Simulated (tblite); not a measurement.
Compound: C₄H₁₄B₂SSi₂.
Bonds: C1–B2, B2–B3, B3–C4, C4–Si5, Si5–S6, S6–Si7, C4–C8, C8–C9, C4–C9. Hydrogens: H10, H11, H12 on C1; H13 on B2; H14 on B3; H15, H16 on Si5; H17, H18, H19 on Si7; H20, H21 on C8; H22, H23 on C9.

Computed with GFN2-xTB (tblite), gas phase: L-BFGS steps from a force-field or distance-geometry start until the largest atomic force falls under 0.01 eV/Å.

Step 9: E = -676.3186 eV
```
atom  x, y, z in Å  |  force x, y, z in eV/Å
C1     -3.1643    0.5014    0.0437    0.099  -0.034  -0.052
B2     -2.5106   -0.6589   -0.7999    0.012  -0.029  -0.022
B3     -0.8513   -1.0123   -0.7073   -0.036   0.000   0.024
C4      0.1216   -0.2446    0.2478    0.006   0.043  -0.013
Si5     0.6757    1.4633   -0.3652   -0.015  -0.143   0.033
S6      1.2689    1.3538   -2.4278    0.047  -0.013  -0.030
Si7     2.9362    0.0187   -2.1599    0.004   0.031   0.007
C8      1.1348   -0.9892    1.0815   -0.048   0.019   0.093
C9     -0.0292   -0.3167    1.7466    0.040  -0.060   0.010
H10    -2.6736    1.4451   -0.1989   -0.047   0.017   0.005
H11    -4.2337    0.6289   -0.1009   -0.013   0.026   0.027
H12    -2.9826    0.3596    1.1104   -0.018  -0.005  -0.042
H13    -3.2306   -1.3050   -1.4764    0.016   0.041   0.050
H14    -0.3738   -1.9013   -1.3244    0.009   0.103  -0.010
H15     1.8672    1.9053    0.3648   -0.020  -0.006   0.083
H16    -0.3576    2.4840   -0.2728   -0.057   0.020  -0.093
H17     3.5858   -0.0982   -3.4532   -0.063   0.046  -0.026
H18     3.8044    0.6573   -1.1706    0.036  -0.066  -0.038
H19     2.4191   -1.2479   -1.6615    0.053  -0.029  -0.038
H20     2.1268   -0.5822    1.2406   -0.091   0.032   0.012
H21     1.1327   -2.0709    1.0160   -0.026   0.073   0.046
H22     0.1582    0.5667    2.3433    0.032  -0.045  -0.026
H23    -0.8290   -0.9301    2.1414    0.080  -0.024   0.001
```

Step 10: E = -676.3221 eV
```
atom  x, y, z in Å  |  force x, y, z in eV/Å
C1     -3.1639    0.5035    0.0441    0.054  -0.053  -0.074
B2     -2.5131   -0.6556   -0.8035    0.061  -0.078   0.000
B3     -0.8510   -1.0120   -0.7058   -0.043   0.012   0.002
C4      0.1211   -0.2462    0.2521   -0.011   0.036  -0.041
Si5     0.6737    1.4616   -0.3647   -0.006  -0.109   0.035
S6      1.2721    1.3544   -2.4277    0.050  -0.031   0.009
Si7     2.9388    0.0166   -2.1600   -0.022   0.052  -0.008
C8      1.1349   -0.9899    1.0869   -0.028   0.019   0.017
C9     -0.0268   -0.3204    1.7512   -0.023   0.007  -0.021
H10    -2.6746    1.4469   -0.2017   -0.041   0.022   0.031
H11    -4.2341    0.6306   -0.0988   -0.004   0.028   0.024
H12    -2.9838    0.3574    1.1107    0.001   0.014  -0.056
H13    -3.2336   -1.3066   -1.4760    0.027   0.062   0.057
H14    -0.3677   -1.8968   -1.3259   -0.015   0.110  -0.003
H15     1.8654    1.9034    0.3696   -0.056  -0.013   0.060
H16    -0.3610    2.4851   -0.2812   -0.023  -0.016  -0.087
H17     3.5807   -0.0935   -3.4577   -0.053   0.037  -0.020
H18     3.8078    0.6548   -1.1715    0.038  -0.068  -0.036
H19     2.4218   -1.2510   -1.6637    0.055  -0.025  -0.038
H20     2.1253   -0.5813    1.2400   -0.038   0.050   0.036
H21     1.1348   -2.0697    1.0180   -0.027   0.015   0.051
H22     0.1572    0.5668    2.3406    0.043  -0.021   0.029
H23    -0.8287   -0.9309    2.1425    0.059  -0.051   0.033
```

Task: Estimate the geometry and energy of step 11. (The exact step hangs on the optimiser's Hessian estimate; all steps are aligned on step 10, rigid shifts and turns removed.)

Result: E = -676.3253 eV, largest force 0.127 eV/Å
```
atom  x, y, z in Å  |  force x, y, z in eV/Å
C1     -3.1628    0.5045    0.0430   -0.005  -0.043  -0.073
B2     -2.5141   -0.6540   -0.8066    0.085  -0.089   0.031
B3     -0.8515   -1.0115   -0.7044   -0.032   0.024  -0.012
C4      0.1204   -0.2474    0.2556   -0.034   0.005  -0.039
Si5     0.6716    1.4583   -0.3637    0.001  -0.034   0.019
S6      1.2759    1.3544   -2.4274    0.034  -0.034   0.048
Si7     2.9407    0.0155   -2.1604   -0.033   0.044  -0.024
C8      1.1344   -0.9902    1.0920    0.000   0.015  -0.060
C9     -0.0250   -0.3235    1.7550   -0.078   0.070  -0.037
H10    -2.6764    1.4488   -0.2036   -0.026   0.023   0.045
H11    -4.2342    0.6326   -0.0964    0.014   0.018   0.010
H12    -2.9848    0.3557    1.1096    0.025   0.023  -0.062
H13    -3.2360   -1.3070   -1.4746    0.025   0.057   0.045
H14    -0.3624   -1.8906   -1.3275   -0.028   0.097  -0.010
H15     1.8626    1.9014    0.3753   -0.086  -0.021   0.039
H16    -0.3643    2.4855   -0.2907    0.017  -0.058  -0.079
H17     3.5749   -0.0885   -3.4622   -0.042   0.029  -0.017
H18     3.8116    0.6512   -1.1730    0.045  -0.064  -0.027
H19     2.4253   -1.2542   -1.6665    0.056  -0.016  -0.038
H20     2.1231   -0.5795    1.2403    0.012   0.063   0.054
H21     1.1362   -2.0683    1.0208   -0.026  -0.039   0.052
H22     0.1572    0.5662    2.3387    0.046   0.002   0.076
H23    -0.8273   -0.9326    2.1441    0.030  -0.072   0.060
```

The energy changes by -0.0032 eV. The first-order estimate −F·Δx gives -0.0043 eV and the mean of the old and new forces, exact on a quadratic surface, -0.0033 eV. The step makes an angle of 59° with the force vector and moves no atom by more than 0.010 Å.

What follows is the cost of the whole relaxation. On one thread, Arm Neoverse V2 (aarch64), shared host with 96 logical CPUs at a one-minute load of 28, this took 2.4 s.
